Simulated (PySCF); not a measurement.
All values below come from B3LYP-D3(BJ)/def2-TZVP (PySCF). Gas-phase values, no solvent. One relaxed conformer stands for a flexible species; it need not be the lowest. B3LYP has the VWN-RPA correlation part, as in Gaussian. Delta-SCF ions had no search for a lower state. Excitations are Tamm–Dancoff values on a coarser integration grid. The basis has no diffuse functions, so Rydberg states are missing or too high.

Reference species (SMILES): `[Cl][In]([Cl])[Cl]` (neutral, multiplicity 1).

| Item | Value |
|---|---|
| HOMO–LUMO gap | 5.77 eV |
| vertical ionisation energy (Delta-SCF) | 11.27 eV |
| LUMO | -3.38 eV |
| S1–T1 gap (TDA) | 0.33 eV |

Changed species: `[NH2][In]([NH2])[Cl]` (2 of 3 Cl replaced by NH2; the reference has 0 of 3 Cl replaced by NH2).

**Question.** Give the shifts of the HOMO–LUMO gap, vertical ionisation energy (Delta-SCF), LUMO and S1–T1 gap (TDA).

**Answer.** the HOMO–LUMO gap falls by 0.21 eV, to 5.56 eV; the vertical ionisation energy (Delta-SCF) falls by 1.86 eV, to 9.41 eV; the LUMO rises by 1.67 eV, to -1.71 eV; the S1–T1 gap (TDA) increases by 0.20 eV, to 0.53 eV.
